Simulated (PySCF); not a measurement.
# TDDFT excited states: C7H5NOS

Species: C7H5NOS.
InChI=1S/C7H5NOS/c1-5-2-6(9)3-7(4-8)10-5/h2-3H,1H3

Theory: PySCF 2.14.0, density-fitted response routines, TDDFT wB97X-D/def2-SVPD, vertical, gas phase, core orbitals frozen in the response. Isolated species at its GFN2-xTB geometry, gas phase.

```json
{"state": "S1", "E (eV)": "3.70", "λ (nm)": "334.9", "f": "0.0000", "|μ| (D)": "0.03", "symmetry": "–", "main configurations (H = HOMO, L = LUMO)": "H-1→L (90%)"}
{"state": "S2", "E (eV)": "4.46", "λ (nm)": "278.3", "f": "0.146", "|μ| (D)": "2.94", "symmetry": "A′", "main configurations (H = HOMO, L = LUMO)": "H→L (89%)"}
{"state": "S3", "E (eV)": "5.11", "λ (nm)": "242.5", "f": "0.073", "|μ| (D)": "1.94", "symmetry": "A′", "main configurations (H = HOMO, L = LUMO)": "H→L+1 (71%), H-2→L (21%)"}
{"state": "S4", "E (eV)": "5.14", "λ (nm)": "241.1", "f": "0.0001", "|μ| (D)": "0.06", "symmetry": "–", "main configurations (H = HOMO, L = LUMO)": "H-1→L+1 (91%)"}
{"state": "S5", "E (eV)": "5.64", "λ (nm)": "219.7", "f": "0.293", "|μ| (D)": "3.70", "symmetry": "A′", "main configurations (H = HOMO, L = LUMO)": "H-2→L (73%), H→L+1 (18%)"}
{"state": "S6", "E (eV)": "6.07", "λ (nm)": "204.1", "f": "0.0000", "|μ| (D)": "0.02", "symmetry": "–", "main configurations (H = HOMO, L = LUMO)": "H→L+2 (41%), H→L+3 (36%), H→L+4 (9%)"}
{"state": "S7", "E (eV)": "6.37", "λ (nm)": "194.6", "f": "0.0001", "|μ| (D)": "0.05", "symmetry": "–", "main configurations (H = HOMO, L = LUMO)": "H-4→L (78%)"}
{"state": "S8", "E (eV)": "6.55", "λ (nm)": "189.4", "f": "0.0001", "|μ| (D)": "0.05", "symmetry": "–", "main configurations (H = HOMO, L = LUMO)": "H→L+3 (47%), H→L+2 (29%), H-4→L (10%)"}
```

Triplets (Tamm–Dancoff): T1 2.93 eV, H→L (87%); T2 3.30 eV, H-1→L (86%); T3 3.72 eV, H→L+1 (66%), H-2→L (24%).

The lowest singlet comes at 335 nm (357 kJ/mol) in the ultraviolet; it is dark (f under 0.0005); its leading configuration is HOMO-1→LUMO (90%). The most intense listed level is S5 at 5.64 eV (220 nm, f = 0.293), 1.94 eV above S1. Löwdin shares by element: HOMO sulfur 31%, carbon 24% or more, oxygen 20% (atoms not listed hold the other 26%); LUMO carbon 47% or more, oxygen 14% (atoms not listed hold the other 39%). Orbital energies (eV): HOMO-3 -12.08, HOMO-2 -10.65, HOMO-1 -9.74, HOMO -9.27, LUMO -1.12, LUMO+1 0.06, LUMO+2 1.36. Of the 8 states listed, 3 reach f = 0.01 and 5 stay under 0.0005. The listed states span 2.84 eV, and the widest gap between neighbours is 0.75 eV (S1 to S2). Symmetry labels in Cs follow from the direction of the transition dipole and are given only for states with f of 0.002 or more. The window holds the lowest 8 singlets.
